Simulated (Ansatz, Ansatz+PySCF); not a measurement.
```xyz
2

Cu    0.0000    0.0000   -0.0984
H     0.0000    0.0000    2.8538
```

Basis set: STO-3G (spherical functions). Frozen core: 5 orbitals. Charge 0, multiplicity 1.

Computed with Ansatz (development build ahead of 0.2.0); each method stands on the lowest determinant of its kind that the runs found. Restricted open shells among the atoms or ions are ROHF, correlated in semicanonical orbitals with singles.

**Question.** Give the atomization energy at this shape (free ground-state atoms in the same class of orbitals less the molecule, no zero-point energy) of singlet CuH by UHF-MP2, UHF, RHF-MP2, RHF.

**Answer.**

| method | atomization energy |
| --- | --- |
| UHF-MP2 | 0.41 kcal/mol |
| UHF | 0.80 kcal/mol |
| RHF-MP2 | -13.05 kcal/mol |
| RHF | -44.02 kcal/mol |

Caution: another spin multiplicity may lie lower; the shape is not the minimum. Caution for UHF-MP2, UHF: a free atom is spin contaminated; the determinant breaks the point group; the unrestricted determinant is a mixture of spin states. Caution for UHF-MP2, RHF-MP2: large amplitudes, a single reference is doubtful. Caution for RHF-MP2, RHF: an unrestricted determinant lies well below. Caution for RHF: the molecule lies well above its atoms at this level.

This basis has no polarisation functions and is too small for such energies, which can lie far from measured ones in either direction.
